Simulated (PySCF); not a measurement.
**Steps of a relaxation of Tl2(OH)2(H2O)2**

Tl2(OH)2(H2O)2 (singlet; a saddle point, relaxed within its symmetry). PySCF 2.14.0, RKS PBE0, Tl def2-SVP with ECP60, O def2-SVP, H def2-SVP; non-relativistic Hamiltonian with scalar-relativistic core potentials where named; density fitting; no spin-orbit coupling. Origin of the start: template. Columns: position (Å) and force (eV/Å). Energies are counted from the last step; some of the 11 steps are shown. Forces carry noise of the integration grid, about 0.01 to 0.03 eV/Å.

Run from Python with OMP_NUM_THREADS=4. Where DIIS fails, smearing, a level shift and second-order steps follow.
It took 110 s on 4 threads of AMD EPYC 7R43 64-Core Processor (Zen 3) (shared host), from the converged density of the start.

```xyz
12
step 0  E = 1.217 eV
Tl    0.0000    0.0000    1.9608     0.00    0.00   -2.25
Tl    0.0000    0.0000   -1.9608     0.00    0.00    2.25
O     1.6768    0.0000    0.0000    -1.02    0.00    0.00
H     2.6425    0.0000    0.0000    -0.12    0.00    0.00
O    -1.6768    0.0000    0.0000     1.02    0.00    0.00
H    -2.6425    0.0000    0.0000     0.12    0.00    0.00
O     0.0000    0.0000    4.5408     0.00    0.00    1.28
H     0.7700    0.0000    5.1308    -0.22    0.00   -0.06
H    -0.7700    0.0000    5.1308     0.22    0.00   -0.06
O     0.0000    0.0000   -4.5408     0.00    0.00   -1.28
H     0.7700    0.0000   -5.1308    -0.22    0.00    0.06
H    -0.7700    0.0000   -5.1308     0.22    0.00    0.06
```

```xyz
12
step 3  E = 0.291 eV
Tl    0.0000    0.0000    1.8141     0.00    0.00    0.15
Tl    0.0000    0.0000   -1.8141     0.00    0.00   -0.15
O     1.4649    0.0000    0.0000     0.02    0.00    0.00
H     2.4276    0.0000    0.0000     0.01    0.00    0.00
O    -1.4649    0.0000    0.0000    -0.02    0.00    0.00
H    -2.4276    0.0000    0.0000    -0.01    0.00    0.00
O     0.0000    0.0000    4.7386     0.00    0.00    0.20
H     0.7631    0.0000    5.3244     0.02    0.00    0.13
H    -0.7631    0.0000    5.3244    -0.02    0.00    0.13
O     0.0000    0.0000   -4.7386     0.00    0.00   -0.20
H     0.7631    0.0000   -5.3244     0.02    0.00   -0.13
H    -0.7631    0.0000   -5.3244    -0.02    0.00   -0.13
```

```xyz
12
step 7  E = 0.026 eV
Tl    0.0000    0.0000    1.8965     0.00    0.00   -0.07
Tl    0.0000    0.0000   -1.8965     0.00    0.00    0.07
O     1.3729    0.0000    0.0000     0.05    0.00    0.00
H     2.3362    0.0000    0.0000     0.01    0.00    0.00
O    -1.3729    0.0000    0.0000    -0.05    0.00    0.00
H    -2.3362    0.0000    0.0000    -0.01    0.00    0.00
O     0.0000    0.0000    5.2769     0.00    0.00    0.07
H     0.7575    0.0000    5.8714     0.00    0.00    0.01
H    -0.7575    0.0000    5.8714     0.00    0.00    0.01
O     0.0000    0.0000   -5.2769     0.00    0.00   -0.07
H     0.7575    0.0000   -5.8714     0.00    0.00   -0.01
H    -0.7575    0.0000   -5.8714     0.00    0.00   -0.01
```

**Question.** Where does the relaxation end?

**Answer.** It converges at step 10 in D2h:
```xyz
12
step 10  E = 0
Tl    0.0000    0.0000    1.8903
Tl    0.0000    0.0000   -1.8903
O     1.3776    0.0000    0.0000
H     2.3409    0.0000    0.0000
O    -1.3776    0.0000    0.0000
H    -2.3409    0.0000    0.0000
O     0.0000    0.0000    5.5656
H     0.7567    0.0000    6.1607
H    -0.7567    0.0000    6.1607
O     0.0000    0.0000   -5.5656
H     0.7567    0.0000   -6.1607
H    -0.7567    0.0000   -6.1607
```

**Question.** How did the contacts change?

**Answer.** 
```tsv
contact	start (Å)	end (Å)
Tl1–O3 (OH)	2.580	2.339
Tl1–O5 (OH)	2.580	2.339
Tl1–O7 (H2O)	2.580	3.675
Tl2–O10 (H2O)	2.580	3.675
```
